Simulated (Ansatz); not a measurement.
Reaction (redistribution): `O[SiH2]B(O)F` + `CN[SiH3]` → `CB(O)F` + `O[SiH2]N[SiH3]`

Computed with Ansatz on PBE0-D4/def2-TZVP structures; ΔE is electronic, products minus reactants. CCSD(T)/CBS is the MP2 limit (def2-TZVPP, def2-QZVPP) plus CCSD(T) − MP2 in def2-TZVPP, frozen cores. DFT in def2-TZVPP. B3LYP here is the variant with VWN-RPA as its local correlation; programs differ in this. One conformer a species, not always the lowest.

```
             level  ΔE (kJ/mol)  difference from CCSD(T)/CBS
            PBE-D4       -182.5                         20.0
         r2SCAN-D4       -201.3                          1.2
          B3LYP-D4       -194.7                          7.8
           ωB97X-V       -193.5                          9.0
               PBE       -181.1                         21.4
             B3LYP       -192.5                         10.0
     HF/def2-QZVPP       -206.7                         -4.2
SCS-MP2/def2-QZVPP       -206.0                         -3.5
      HF/CBS(def2)       -206.8                         -4.3
     MP2/CBS(def2)       -212.2                         -9.7
       CCSD(T)/CBS       -202.5                            0
```

Largest T1 diagnostic among the species: 0.013.

From PBE to PBE0 (25 % exact exchange), in def2-TZVPP and without D4, ΔE moves by −8.9 kJ/mol.
